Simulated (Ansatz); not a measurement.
The first iterations of a band of ClF3H5NSi2 (12 atoms, charge 0, multiplicity 1).

All numbers below come from Ansatz, RKS B3LYP-D4/def2-SVP.

```json
{
  "movable images": "5",
  "climbing image": "yes",
  "spring": "5.0 eV/Å²",
  "optimiser": "quadratic models (default)",
  "start path": "through a guess of the saddle point",
  "force threshold": "0.05 eV/Å",
  "iteration limit": "60",
  "end points": "relaxed"
}
```

Image 0:

```xyz
12
Properties=species:S:1:pos:R:3
Si -0.097 0.023 0.179
Cl 0.749 -0.452 2.031
F 1.304 0.233 -0.614
F -0.671 1.534 -0.073
F -0.673 -1.181 -0.755
N -1.957 -0.214 1.144
H -2.608 -0.477 0.398
Si -2.559 1.237 2.063
H -3.521 0.741 3.086
H -1.401 1.892 2.710
H -3.258 2.104 1.087
H -1.865 -1.040 1.741
```

Image 6:

```xyz
12
Properties=species:S:1:pos:R:3
Si -0.563 0.316 -0.315
Cl -0.268 -1.698 3.058
F 0.771 0.717 0.468
F -0.807 1.468 -1.405
F -0.345 -1.054 -1.114
N -1.856 0.124 0.784
H -2.562 -0.545 0.476
Si -2.397 1.311 1.995
H -2.844 0.577 3.207
H -1.220 2.170 2.270
H -3.525 2.128 1.467
H -0.940 -1.114 2.106
```

| iteration | highest image above the first end (eV) | largest band force component (eV/Å) |
| --- | --- | --- |
| 1 | 6.642 | 9.699 |
| 2 | 3.236 | 5.495 |
| 3 | 1.676 | 2.085 |
| 4 | 1.450 | 1.503 |
| 5 | 1.557 | 2.089 |
| 6 | 1.470 | 1.568 |
| 7 | 1.324 | 0.715 |
| 8 | 1.116 | 0.632 |
| 9 | 1.070 | 0.740 |
| 10 | 1.013 | 0.586 |
| 11 | 0.948 | 0.664 |

Question: Does the band converge within its limit, and where does its top end?

Answer: The forces met the threshold. It ended after 33 iterations with the highest image 1.022 eV above the first end. A vibrational analysis at the climbing image gives one clearly imaginary mode, 374i cm⁻¹: a first-order saddle point. The orbitals stay closed-shell, which can raise the energy where a bond breaks towards radicals; this wasn't checked here.

The run took 7.3 min on 4 threads of Arm Neoverse V2, with other jobs on the host, peak memory 0.38 GiB.
